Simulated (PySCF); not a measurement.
Electronic absorption of C5H10O3Si

C5H10O3Si.
SMILES: `C1O[SiH2]C[C@@H]1OC(C)=O`

Method: PySCF, TDDFT wB97X-D/def2-SVPD, vertical, gas phase, core orbitals frozen in the response. The structure is a single PBE0-D3(BJ)/def2-SVP conformer in the gas phase; no vibrational or solvent corrections.

Problem. Predict the UV-vis stick spectrum at this level.

Solution. 

```csv
state,E (eV),λ (nm),f,|μ| (D),"main configurations (H = HOMO, L = LUMO)"
S1,5.95,208.5,0.0011,0.22,"H-1→L (61%), H-1→L+2 (23%)"
S2,7.17,172.9,0.0008,0.17,"H→L+2 (55%), H→L (31%)"
S3,7.88,157.3,0.065,1.47,"H→L+1 (56%), H→L (10%)"
S4,7.97,155.5,0.066,1.47,"H-2→L (35%), H-1→L (10%), H→L+1 (10%)"
S5,8.02,154.7,0.036,1.08,"H-3→L+2 (28%), H-2→L+2 (24%), H-3→L (16%)"
S6,8.12,152.7,0.076,1.58,"H-1→L+1 (48%), H-1→L+3 (10%), H-1→L+2 (8%)"
S7,8.29,149.6,0.015,0.70,"H→L (28%), H→L+2 (16%), H-3→L (14%)"
S8,8.44,147.0,0.043,1.16,"H-2→L+2 (28%), H-3→L+2 (22%), H-2→L+1 (14%)"
S9,8.57,144.7,0.022,0.82,"H→L+4 (24%), H-2→L+1 (14%), H-3→L+1 (9%)"
S10,8.60,144.1,0.0027,0.28,"H-2→L+1 (28%), H→L+4 (24%), H-3→L+1 (11%)"
```

Triplets (Tamm–Dancoff): T1 5.46 eV, H-1→L (61%), H-1→L+2 (23%); T2 6.29 eV, H-2→L (30%), H-4→L (14%), H-2→L+2 (11%); T3 6.89 eV, H→L+2 (55%), H→L (27%); T4 7.59 eV, H-3→L+2 (35%), H-2→L+2 (22%), H-3→L (16%).

The lowest singlet lies at 5.95 eV (208 nm, ultraviolet) and is very weak; its leading configuration is HOMO-1→LUMO (61%). The most intense listed level is S6 at 8.12 eV (153 nm, f = 0.076), 2.17 eV above S1. Löwdin shares by element: HOMO oxygen 47% or more, carbon 11% or more, silicon 11%, hydrogen 7% or more (atoms not listed hold the other 24%); LUMO oxygen 29% or more, carbon 25% or more, silicon 11% (atoms not listed hold the other 35%). Weighted by f, the mean energy of these states is 8.11 eV. The oscillator strengths of these states sum to 0.327; summed over the whole spectrum of an exact calculation they would give the number of electrons, 78 (Thomas–Reiche–Kuhn). Orbital energies (eV): HOMO-3 -10.81, HOMO-2 -10.55, HOMO-1 -10.09, HOMO -9.90, LUMO 1.89, LUMO+1 2.02, LUMO+2 2.05. No computed singlet lies in the visible range (380 to 750 nm); the lowest, at 208 nm, stands 2.68 eV above its violet end (3.26 eV). The vertical ionisation energy (ΔSCF) is 10.14 eV, 1.53 eV above S10. The window holds the lowest 10 singlets.
